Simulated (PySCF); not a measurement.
A structure optimised at PBE0-D3(BJ)/def2-SVP, used in a PySCF frequency run:

```
Ti
F 1 1.7337
F 1 1.7337 2 112.54
F 1 1.7337 2 112.54 3 128.43
C 1 2.0304 2 106.20 3 -115.79
H 5 1.1023 1 108.98 2 180.00
H 5 1.1023 6 109.96 1 119.39
H 5 1.1023 6 109.96 7 121.22
```

Q: Write its SMILES, formula and point group.

A: [CH3][Ti]([F])([F])[F], CH₃F₃Ti, C3v

Q: What are its rotational constants (standard atomic weights)?

A: 3.1468, 3.1468, 3.1336 GHz
